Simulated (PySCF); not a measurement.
## Atomic charges against the basis set

C3H7BO.
Z-matrix (Å and degrees, PBE0-D3(BJ)/def2-SVP geometry), rows numbered from 1:
```
B 
C   1  1.5477
C   2  1.3560  1  117.55
O   2  1.3559  1  125.64  3   179.32
C   4  1.4000  2  118.78  1     1.85
H   1  1.2069  2  123.58  3  -178.27
H   1  1.2065  2  117.28  3     1.50
H   3  1.0893  2  119.94  1    -0.67
H   3  1.0955  2  121.22  1   179.22
H   5  1.0985  4  106.62  2   177.94
H   5  1.1043  4  112.21  2   -63.11
H   5  1.1041  4  112.19  2    59.01
```

PBE0 throughout (PySCF), one geometry, spherical d and f functions. Isolated species at its PBE0-D3(BJ)/def2-SVP geometry (one conformer only). Atoms taken as equivalent share a column and are averaged. The first 7 of 9 kinds of atom are listed.

Mulliken charges (e):

```json
{"basis": "STO-3G", "functions": "32", "B1": "+0.129", "C2": "-0.010", "C3": "-0.161", "O4": "-0.191", "C5": "-0.123", "H6/H7": "-0.048", "H8": "+0.093"}
{"basis": "6-31G", "functions": "59", "B1": "+0.115", "C2": "+0.236", "C3": "-0.368", "O4": "-0.570", "C5": "-0.234", "H6/H7": "-0.036", "H8": "+0.183"}
{"basis": "pcSseg-0", "functions": "59", "B1": "+0.164", "C2": "-0.036", "C3": "-0.355", "O4": "-0.687", "C5": "-0.294", "H6/H7": "+0.020", "H8": "+0.235"}
{"basis": "6-31G*", "functions": "84", "B1": "-0.033", "C2": "+0.331", "C3": "-0.431", "O4": "-0.491", "C5": "-0.274", "H6/H7": "-0.009", "H8": "+0.197"}
{"basis": "cc-pVDZ", "functions": "105", "B1": "-0.030", "C2": "+0.100", "C3": "-0.038", "O4": "-0.295", "C5": "+0.058", "H6/H7": "-0.028", "H8": "+0.064"}
{"basis": "def2-SVP", "functions": "105", "B1": "-0.019", "C2": "+0.112", "C3": "-0.080", "O4": "-0.353", "C5": "+0.115", "H6/H7": "-0.027", "H8": "+0.072"}
{"basis": "6-311+G(2d,p)", "functions": "177", "B1": "-0.151", "C2": "+0.591", "C3": "-0.464", "O4": "-0.399", "C5": "-0.322", "H6/H7": "+0.005", "H8": "+0.139"}
{"basis": "aug-cc-pVDZ", "functions": "178", "B1": "-1.494", "C2": "+0.622", "C3": "+0.638", "O4": "-0.595", "C5": "+0.903", "H6/H7": "+0.713", "H8": "-0.464"}
{"basis": "def2-TZVP", "functions": "197", "B1": "-0.141", "C2": "+0.160", "C3": "-0.264", "O4": "-0.236", "C5": "-0.238", "H6/H7": "+0.017", "H8": "+0.158"}
{"basis": "IGLO-III", "functions": "245", "B1": "+0.144", "C2": "+0.072", "C3": "-0.255", "O4": "-0.253", "C5": "-0.236", "H6/H7": "-0.056", "H8": "+0.128"}
{"basis": "cc-pVTZ", "functions": "248", "B1": "-0.115", "C2": "+0.123", "C3": "-0.245", "O4": "-0.207", "C5": "-0.116", "H6/H7": "+0.012", "H8": "+0.145"}
```

IAO charges (e):

| basis | functions | B1 | C2 | C3 | O4 | C5 | H6/H7 | H8 |
| --- | --- | --- | --- | --- | --- | --- | --- | --- |
| STO-3G | 32 | +0.027 | -0.040 | -0.251 | -0.170 | -0.257 | +0.003 | +0.139 |
| 6-31G | 59 | -0.053 | +0.056 | -0.271 | -0.313 | -0.235 | +0.016 | +0.168 |
| pcSseg-0 | 59 | -0.059 | +0.055 | -0.259 | -0.307 | -0.216 | +0.015 | +0.161 |
| 6-31G* | 84 | -0.034 | +0.072 | -0.269 | -0.326 | -0.196 | +0.008 | +0.162 |
| cc-pVDZ | 105 | -0.051 | +0.079 | -0.274 | -0.322 | -0.196 | +0.013 | +0.164 |
| def2-SVP | 105 | -0.043 | +0.075 | -0.263 | -0.320 | -0.187 | +0.009 | +0.159 |
| 6-311+G(2d,p) | 177 | -0.047 | +0.080 | -0.282 | -0.338 | -0.204 | +0.014 | +0.169 |
| aug-cc-pVDZ | 178 | -0.050 | +0.082 | -0.282 | -0.336 | -0.203 | +0.014 | +0.170 |
| def2-TZVP | 197 | -0.047 | +0.083 | -0.283 | -0.337 | -0.202 | +0.013 | +0.169 |
| IGLO-III | 245 | -0.049 | +0.081 | -0.283 | -0.338 | -0.204 | +0.014 | +0.170 |
| cc-pVTZ | 248 | -0.048 | +0.082 | -0.283 | -0.334 | -0.204 | +0.014 | +0.169 |

Hirshfeld charges (e):

```tsv
basis	functions	B1	C2	C3	O4	C5	H6/H7	H8
STO-3G	32	+0.134	+0.001	-0.055	-0.106	+0.044	-0.072	+0.033
6-31G	59	+0.104	+0.002	-0.071	-0.141	-0.016	-0.059	+0.055
pcSseg-0	59	+0.103	0.000	-0.070	-0.115	-0.022	-0.061	+0.052
6-31G*	84	+0.108	+0.001	-0.074	-0.126	-0.018	-0.060	+0.054
cc-pVDZ	105	+0.105	-0.004	-0.077	-0.099	-0.031	-0.061	+0.053
def2-SVP	105	+0.107	-0.002	-0.078	-0.107	-0.032	-0.061	+0.054
6-311+G(2d,p)	177	+0.117	-0.011	-0.080	-0.125	-0.033	-0.057	+0.054
aug-cc-pVDZ	178	+0.115	-0.007	-0.084	-0.121	-0.041	-0.056	+0.055
def2-TZVP	197	+0.113	-0.006	-0.082	-0.118	-0.037	-0.057	+0.055
IGLO-III	245	+0.114	-0.006	-0.084	-0.121	-0.041	-0.056	+0.055
cc-pVTZ	248	+0.111	-0.004	-0.083	-0.113	-0.038	-0.058	+0.054
```

Some averages cover members that differ in this geometry, most widely: H6/H7, Mulliken in aug-cc-pVDZ +0.682 to +0.744 e.

Task: Which scheme is steadiest as the basis changes?

Result: Largest range over the bases for any column: Hirshfeld 0.09 e, IAO 0.17 e, Mulliken 1.66 e. Hirshfeld charges move least and Mulliken charges most, counted in e. Without the minimal STO-3G basis the ranges are Hirshfeld 0.04, IAO 0.05, Mulliken 1.66 e.

Task: How much do the charges still move between the two largest bases, IGLO-III and cc-pVTZ?

Result: At most, over all atoms: Mulliken 0.260 e, IAO 0.004 e, Hirshfeld 0.008 e.

Task: What do the same runs give for the total energy, the frontier levels and the dipole moment?

Result: 
| basis | energy (Eh) | HOMO (eV) | LUMO (eV) | μ (D) |
| --- | --- | --- | --- | --- |
| STO-3G | -215.5292 | -4.12 | 0.73 | 0.64 |
| 6-31G | -218.2106 | -6.66 | -1.87 | 0.53 |
| pcSseg-0 | -217.7777 | -6.86 | -2.12 | 0.65 |
| 6-31G* | -218.2719 | -6.65 | -1.78 | 0.49 |
| cc-pVDZ | -218.2877 | -6.76 | -1.97 | 0.58 |
| def2-SVP | -218.1157 | -6.83 | -2.03 | 0.55 |
| 6-311+G(2d,p) | -218.3403 | -6.94 | -2.13 | 0.53 |
| aug-cc-pVDZ | -218.3023 | -6.93 | -2.13 | 0.53 |
| def2-TZVP | -218.3584 | -6.93 | -2.11 | 0.54 |
| IGLO-III | -218.3637 | -6.93 | -2.13 | 0.52 |
| cc-pVTZ | -218.3527 | -6.90 | -2.08 | 0.55 |

The dipole is fixed by the density alone, so its range of 0.16 D shows that the density itself changes with the basis, not only its division among atoms.
